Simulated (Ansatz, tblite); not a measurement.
Spin states of Ru2Br6 (the lowest singlet isomer of a short search), each relaxed with PBE-D4/def2-SVP in Ansatz. Electronic energies in the gas phase.

In the def2 sets Ru takes a core potential; there is no spin–orbit coupling. The xTB rows come from tblite. The structure comes from a short search, and lower isomers may exist.

Singlet geometry:

```
atom    x (Å)    y (Å)    z (Å)
 Ru1   0.0641   1.0736   0.1023
 Ru2  -0.0806  -1.0723  -0.0990
 Br3  -1.8992  -1.9115   1.1611
 Br4   0.4105   1.6704   2.3653
 Br5   1.8969   1.8813  -1.1556
 Br6  -1.9137   2.1203  -0.6670
 Br7  -0.3919  -1.6694  -2.3670
 Br8   1.9138  -2.0924   0.6599
```

Triplet geometry (C2h within 0.1 Å):

```xyz
8

Ru    0.3114    0.1368   -1.0427
Ru   -0.3108   -0.1374    1.0423
Br   -2.5974   -0.7593    1.1089
Br   -0.7116    2.2267   -1.5034
Br    2.5970    0.7618   -1.1093
Br   -0.9718   -1.2821   -2.4424
Br    0.7096   -2.2278    1.5054
Br    0.9735    1.2812    2.4413
```

Quintet geometry (D3h within 0.1 Å):

Cartesian coordinates in Å:
```
Ru -1.029 0.276 0.311
Ru 1.030 -0.276 -0.311
Br 1.629 1.208 -2.061
Br -2.382 -1.638 -0.048
Br -0.908 0.869 2.603
Br -1.682 2.103 -1.052
Br 2.408 -0.011 1.599
Br 0.935 -2.530 -1.042
```

⟨S²⟩: triplet 2.13 at PBE0-D4/def2-SVP (pure 2.00), quintet 6.03 at PBE0-D4/def2-SVP (pure 6.00).

Run but left out: HF/STO-3G (singlet: restricted singlet, unstable in another Hartree–Fock run and untested here).

Only these spin states were relaxed. Higher spins weren't run and may lie lower.

```
           level  triplet − singlet (kJ/mol)  quintet − singlet (kJ/mol)  lowest of these                                                                           remarks
        GFN1-xTB                        22.3                        59.2          singlet                                                                                 –
        GFN2-xTB                        35.4                        61.6          singlet                                                                                 –
 PBE-D4/def2-SVP                         9.2                         0.2              tie                                           restricted SCF unstable in HF (singlet)
PBE0-D4/def2-SVP                       -19.0                       -25.0          quintet  restricted SCF unstable in HF (singlet), spin-contaminated (⟨S²⟩ 2.13) (triplet)
```

The xTB methods have no term that favours high spin, so they put low spin too low.
